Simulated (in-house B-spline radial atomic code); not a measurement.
A fraction x of an electron is removed from 2p in Ne²⁺, starting from [He] 2s2 2p4 and keeping the highest spin. Computed with a B-spline radial code for spherical atoms: scalar-relativistic (X2C) Hartree-Fock with fractional occupations, spin-polarised, spherical fractional occupations, Fermi nucleus of rms radius 3.0055 fm.

Caution: exact exchange at fractional occupations of open shells leaves self-interaction of up to several eV.

```tsv
x	E(x) - E(0) (eV)	2p down level (eV)
0	0.0000	-46.008
0.01	0.4607	-46.139
0.23	10.9307	-49.054
0.32	15.4000	-50.265
0.46	22.5703	-52.172
0.5	24.6682	-52.722
0.62	31.0943	-54.384
0.74	37.7210	-56.064
0.81	41.6801	-57.054
0.97	50.9910	-59.339
1	52.7776	-
```

The exact functional would give a straight line between the two integer points. Deviations E(x) - E(0) - x[E(1) - E(0)], in eV: -0.067 at x = 0.01, -1.208 at x = 0.23, -1.489 at x = 0.32, -1.707 at x = 0.46, -1.721 at x = 0.5, -1.628 at x = 0.62, -1.334 at x = 0.74, -1.07 at x = 0.81, -0.203 at x = 0.97.

The curve lies below the straight line by up to 1.721 eV (at x = 0.5): with spherically averaged exact exchange in an open shell, this holds the self-interaction named above.

(1) How well does Slater's transition state (minus the level at half occupation) give the ionisation energy?

Results:

(1) It gives 52.722 eV against 52.778 eV from the two total energies; NIST lists 63.42 eV, ground level to ground level. The end point has an open shell averaged over its orbitals, so its exact exchange keeps a self-interaction and this is no true integer point.
